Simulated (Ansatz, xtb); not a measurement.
**Relative energy of two isomers of C6H5NS**

Structure I: `C#CC#C/C=C(\N)S`, a singlet. Structure II: `C#CC#CCC(N)=S`, a singlet. Both are isolated molecules in the gas phase, relaxed with r2SCAN-D4/def2-SVP; the shapes shown needn't be the lowest conformers.

I (Å):

| atom | x (Å) | y (Å) | z (Å) |
| --- | --- | --- | --- |
| C | 4.0061 | 3.3095 | -1.8632 |
| C | 3.1789 | 2.8002 | -1.1156 |
| C | 2.2609 | 2.2317 | -0.2908 |
| C | 1.4277 | 1.7202 | 0.4635 |
| C | 0.4744 | 1.1228 | 1.2967 |
| C | -0.1825 | -0.0304 | 0.9358 |
| N | -0.1048 | -0.6054 | -0.3035 |
| S | -1.1969 | -0.8489 | 2.1289 |
| H | 4.7309 | 3.7612 | -2.5138 |
| H | 0.2276 | 1.5892 | 2.2552 |
| H | 0.5605 | -0.1706 | -0.9402 |
| H | -0.1280 | -1.6191 | -0.3417 |
| H | -2.1545 | -1.2330 | 1.2503 |

II (Å):

```yaml
atoms:
  - { symbol: C, position_ang: [-0.1113, 1.5879, 3.8639] }
  - { symbol: C, position_ang: [0.4188, 1.5311, 2.7637] }
  - { symbol: C, position_ang: [1.0063, 1.4646, 1.5344] }
  - { symbol: C, position_ang: [1.5410, 1.4099, 0.4320] }
  - { symbol: C, position_ang: [2.1309, 1.3109, -0.8890] }
  - { symbol: C, position_ang: [1.3772, 0.4470, -1.9107] }
  - { symbol: N, position_ang: [0.2480, -0.1161, -1.4604] }
  - { symbol: S, position_ang: [1.9628, 0.2606, -3.4426] }
  - { symbol: H, position_ang: [-0.5732, 1.6408, 4.8325] }
  - { symbol: H, position_ang: [3.1568, 0.9085, -0.8242] }
  - { symbol: H, position_ang: [2.2421, 2.3134, -1.3378] }
  - { symbol: H, position_ang: [-0.0706, 0.0292, -0.5057] }
  - { symbol: H, position_ang: [-0.2905, -0.6973, -2.0934] }
```

Estimate E(II) − E(I) at the level CCSD(T)/def2-SVP + ΔMP2/def2-TZVPP.

Calculated at CCSD(T)/def2-SVP + ΔMP2/def2-TZVPP: E(II) − E(I) = −37.3 kJ/mol, so structure II lies lower.

The same difference at several levels:

| level | geometry | E(II) − E(I) (kJ/mol) | departure from the last row (kJ/mol) | job, with rough time for the two |
| --- | --- | --- | --- | --- |
| GFN2-xTB | GFN2-xTB | −44.0 | −6.6 | optimisation, 0.81 s |
| HF/STO-3G | GFN2-xTB | +8.0 | +45.4 | single point, 1.1 s |
| r2SCAN-D4/def2-SVP//GFN2-xTB | GFN2-xTB | −37.8 | −0.5 | single point, 7.8 s |
| r2SCAN-D4/def2-SVP | r2SCAN-D4/def2-SVP | −35.5 | +1.8 | optimisation, 89 s |
| HF/def2-SVP | r2SCAN-D4/def2-SVP | −50.3 | −13.0 | part of the CCSD(T) run |
| MP2/def2-SVP | r2SCAN-D4/def2-SVP | −39.9 | −2.6 | part of the CCSD(T) run |
| CCSD(T)/def2-SVP | r2SCAN-D4/def2-SVP | −40.5 | −3.2 | single point |
| CCSD(T)/def2-SVP + ΔMP2/def2-TZVPP | r2SCAN-D4/def2-SVP | −37.3 |  | single point, 3 min |

As drawn, II has 1 C–C, 1 C=S, 1 C–H in place of 1 C=C, 1 C–S, 1 S–H.

HF/STO-3G puts the two in the other order. The largest departure from CCSD(T)/def2-SVP + ΔMP2/def2-TZVPP is that of HF/STO-3G, 45.4 kJ/mol. The last row adds to CCSD(T) the change of the MP2 difference between the two basis sets, here +3.2 kJ/mol.

With thermal terms from frequencies at re-optimised GFN2-xTB minima (ideal gas, soft modes damped towards free rotors, one conformer each, 298.15 K, 1 atm): on the last row, ΔE + ΔZPE = −27.9, ΔH = −29.1, ΔG = −27.6 kJ/mol.

The correlated steps freeze 12 core orbitals. Programs: Ansatz 0.2.0, xtb 6.7.1; the last row on 2 threads of Intel(R) Xeon(R) Processor @ 2.70GHz on a shared host.
